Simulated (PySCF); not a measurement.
**Basis and Hamiltonian dependence of the excitation energy of Zn**

Zn [Ar] 3d10 4s2 (1S) → Zn [Ar] 3d10 4s1 4p1, s spin flipped. All values are computed (PySCF 2.14, energy differences of UHF-based or UKS calculations, no spin-orbit coupling). Values in eV.

| basis | Hamiltonian | functions | UHF | LDA | PBE0 | MP2 (valence) |
| --- | --- | --- | --- | --- | --- | --- |
| aug-cc-pVDZ-PP with ECP10MDF | ECP | 54 | 4.153 | 5.069 | 4.703 | 4.841 |
| ANO-RCC-VTZP | spin-free X2C | 59 | 4.204 | 5.021 | 4.679 | 4.910 |
| aug-cc-pVTZ-PP with ECP10MDF | ECP | 88 | 4.113 | 5.028 | 4.658 | 4.857 |
| def2-QZVPPD | non-relativistic | 100 | 3.965 | 4.800 | 4.473 | 4.658 |
| dyall-av2z | non-relativistic | 101 | 3.979 | 4.823 | 4.495 | 4.609 |
| aug-cc-pVTZ-PP with one added diffuse shell each of s, p, d, f, g type with ECP10MDF | ECP | 113 | 4.111 | 5.027 | 4.654 | 4.858 |

Frozen in the all-electron rows: valence: [Ar]; with a core potential, the same shells as far as they lie outside it.

In the upper determinant the s electron has its spin opposite to the other open shell, which mixes two multiplicities. Non-relativistic rows lack the scalar-relativistic shift.
